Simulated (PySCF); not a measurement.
# Electronic structure of Ni (nickel, neutral) at the M06 level

Configuration: [Ar] 3d8 4s2, high-spin 3F determinant. Computed with PySCF 2.14 in aug-cc-pVTZ with one added diffuse shell each of s, p, d, f, g type (9s8p6d4f3g, 118 functions), with the non-relativistic Hamiltonian (point nucleus).

```
Total energy                                     : -1508.241 hartree
One-electron energy                              : -2092.713 hartree
Hartree (Coulomb) energy                         : 647.472 hartree
Exchange-correlation energy                      : -63.000 hartree
Kinetic energy                                   : 1506.78473 hartree
⟨S²⟩                                             : 2.0058
⟨L²⟩                                             : 12.005
Sum of ⟨r⟩                                       : 21.74 bohr
Sum of ⟨r²⟩                                      : 35.51 bohr²
Density at the nucleus (Gaussians lack the cusp) : 14800 bohr⁻³
Spin density at the nucleus                      : 1.28 bohr⁻³
Langevin diamagnetic susceptibility              : -28.1 ×10⁻⁶ cm³/mol
Time after the integrals                         : roughly 15 core-seconds
```

```json
{"shell": "1s α", "electrons": "1", "mean orbital energy (hartree)": "-300.25004", "spread (hartree)": "0", "rms radius, mean of both spins (bohr)": "0.0635"}
{"shell": "1s β", "electrons": "1", "mean orbital energy (hartree)": "-300.24916", "spread (hartree)": "0", "rms radius, mean of both spins (bohr)": "0.0635"}
{"shell": "2s α", "electrons": "1", "mean orbital energy (hartree)": "-36.17094", "spread (hartree)": "0", "rms radius, mean of both spins (bohr)": "0.269"}
{"shell": "2s β", "electrons": "1", "mean orbital energy (hartree)": "-36.13843", "spread (hartree)": "0", "rms radius, mean of both spins (bohr)": "0.269"}
{"shell": "2p α", "electrons": "3", "mean orbital energy (hartree)": "-31.50274", "spread (hartree)": "0", "rms radius, mean of both spins (bohr)": "0.240"}
{"shell": "2p β", "electrons": "3", "mean orbital energy (hartree)": "-31.47088", "spread (hartree)": "0", "rms radius, mean of both spins (bohr)": "0.240"}
{"shell": "3s α", "electrons": "1", "mean orbital energy (hartree)": "-4.30374", "spread (hartree)": "0", "rms radius, mean of both spins (bohr)": "0.803"}
{"shell": "3s β", "electrons": "1", "mean orbital energy (hartree)": "-4.15796", "spread (hartree)": "0", "rms radius, mean of both spins (bohr)": "0.803"}
{"shell": "3p α", "electrons": "3", "mean orbital energy (hartree)": "-2.85539", "spread (hartree)": "0", "rms radius, mean of both spins (bohr)": "0.850"}
{"shell": "3p β", "electrons": "3", "mean orbital energy (hartree)": "-2.71365", "spread (hartree)": "0", "rms radius, mean of both spins (bohr)": "0.850"}
{"shell": "3d α", "electrons": "5", "mean orbital energy (hartree)": "-0.47764", "spread (hartree)": "0.02878", "rms radius, mean of both spins (bohr)": "1.15"}
{"shell": "3d β", "electrons": "3", "mean orbital energy (hartree)": "-0.39479", "spread (hartree)": "0", "rms radius, mean of both spins (bohr)": "1.15"}
{"shell": "4s α", "electrons": "1", "mean orbital energy (hartree)": "-0.24830", "spread (hartree)": "0", "rms radius, mean of both spins (bohr)": "3.06"}
{"shell": "4s β", "electrons": "1", "mean orbital energy (hartree)": "-0.22786", "spread (hartree)": "0", "rms radius, mean of both spins (bohr)": "3.06"}
```
